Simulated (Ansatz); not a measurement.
Ansatz results at the PBE0-D4/def2-TZVP geometry: ideal-gas entropy at 298 K and 1 bar (rigid rotor, harmonic PBE0-D4/def2-TZVP) 328 J/(mol·K); HOMO–LUMO gap (B3LYP/def2-TZVPP) 5.55 eV; HOMO energy (PBE0/def2-TZVPP) -6.68 eV.

Each molecule was computed in one conformer, which needn't be the lowest.

Task: Which molecule gave them?
A. `C/N=C/S`
B. `C[SiH](C)[AlH2]`
C. `O[SiH2][TeH]`
D. `[BH2][Al]([NH2])[NH2]`

Result: C. The others give `[BH2][Al]([NH2])[NH2]`: 341, 4.14, -6.81; `C[SiH](C)[AlH2]`: 373, 4.75, -7.00; `C/N=C/S`: 302, 6.37, -7.05.

B3LYP here is the variant with VWN-RPA as its local correlation; programs differ in this.
